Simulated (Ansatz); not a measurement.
Reaction (ligand exchange at the Si–F bond): `F[SiH2]S[SiH2]F` + NH₃ → `N[SiH2]S[SiH2]F` + H–F

Calculated with Ansatz (gas phase, PBE0-D4/def2-TZVP geometries, no zero-point term in ΔE). CCSD(T)/CBS adds triple-zeta CCSD(T) − MP2 to the extrapolated MP2 energy (def2 sets, frozen cores). This one scheme is used for every species. Functionals use def2-TZVPP. B3LYP here is the variant with VWN-RPA as its local correlation; programs differ in this. One conformer a species, not always the lowest.

`F[SiH2]S[SiH2]F`:

```xyz
9

F    -2.120   -0.292   -1.264
Si   -1.543   -0.371    0.221
S     0.313   -1.402    0.248
Si    1.570    0.250   -0.200
F     1.955    1.041    1.131
H    -2.492   -1.157    1.037
H    -1.377    1.018    0.702
H     0.879    1.205   -1.093
H     2.814   -0.292   -0.783
```

NH₃:

Cartesian coordinates in Å:
```
N -0.167 -0.202 -0.105
H 0.252 -0.479 0.775
H 0.592 0.024 -0.737
H -0.676 0.657 0.066
```

`N[SiH2]S[SiH2]F`:

Cartesian coordinates in Å:
```
N -0.940 0.941 -1.590
Si -1.034 0.830 0.110
S 0.835 0.863 1.203
Si 1.392 -1.143 0.875
F 0.722 -2.124 1.943
H -0.600 1.781 -2.030
H -0.703 0.126 -2.134
H -1.744 2.022 0.627
H -1.724 -0.441 0.428
H 0.937 -1.604 -0.460
H 2.859 -1.251 1.027
```

H–F:

```xyz
2

F     0.376    0.235    0.123
H    -0.376   -0.235   -0.123
```

```
             level  ΔE (kJ/mol)  difference from CCSD(T)/CBS
            PBE-D4         74.1                         -3.4
           PBE0-D4         73.4                         -4.1
          B3LYP-D4         80.6                          3.1
             B3LYP         87.3                          9.8
    MP2/def2-TZVPP         75.8                         -1.7
SCS-MP2/def2-TZVPP         80.8                          3.3
   CCSD/def2-TZVPP         80.5                          3.0
CCSD(T)/def2-TZVPP         78.4                          0.9
     HF/def2-QZVPP         94.4                         16.9
    CCSD/CBS(def2)         79.6                          2.1
       CCSD(T)/CBS         77.5                            0
```

Largest T1 diagnostic among the species: 0.012.

The D4 term adds −6.7 kJ/mol with B3LYP and −3.8 kJ/mol with PBE0; it sums over pairs of atoms, weighted by their polarisabilities, and B3LYP, whose exchange is more repulsive, gets the larger term. In def2-TZVPP, CCSD(T) changes the Hartree–Fock value by −14.4 kJ/mol (the triples alone add −2.0 kJ/mol) and MP2 by −17.1 kJ/mol.

CCSD(T)/CBS has its own doubt, a few kJ/mol and more with outer-core shells, so smaller differences from it don't rank the levels.
